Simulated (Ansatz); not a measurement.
`O[SiH](O)[SiH](Cl)Cl` → `Cl[Si]Cl` + `O[SiH2]O`  (silylene formation by 1,1-elimination)

Computed with Ansatz on PBE0-D4/def2-TZVP structures; ΔE is electronic, products minus reactants. CCSD(T)/CBS is the MP2 limit (def2-TZVPP, def2-QZVPP) plus CCSD(T) − MP2 in def2-TZVPP, frozen cores. This one scheme is used for every species. DFT in def2-TZVPP. B3LYP here is the variant with VWN-RPA as its local correlation; programs differ in this. One conformer a species, not always the lowest.

```
             level  ΔE (kJ/mol)  difference from CCSD(T)/CBS
            PBE-D4        138.6                          2.0
         r2SCAN-D4        150.5                         13.9
           PBE0-D4        151.5                         14.9
          B3LYP-D4        129.4                         -7.2
           ωB97X-V        150.0                         13.4
            B2PLYP        121.4                        -15.2
               PBE        125.4                        -11.2
              PBE0        139.6                          3.0
SCS-MP2/def2-TZVPP        131.4                         -5.2
   CCSD/def2-TZVPP        129.2                         -7.4
CCSD(T)/def2-TZVPP        130.5                         -6.1
     HF/def2-QZVPP        119.8                        -16.8
SCS-MP2/def2-QZVPP        135.2                         -1.4
      HF/CBS(def2)        119.7                        -16.9
     MP2/CBS(def2)        146.8                         10.2
    CCSD/CBS(def2)        135.3                         -1.3
       CCSD(T)/CBS        136.6                            0
```

Largest T1 diagnostic among the species: 0.013.

From PBE to PBE0 (25 % exact exchange), in def2-TZVPP and without D4, ΔE moves by +14.2 kJ/mol. In def2-TZVPP, CCSD(T) changes the Hartree–Fock value by +10.1 kJ/mol (the triples alone add +1.3 kJ/mol) and MP2 by +20.3 kJ/mol.
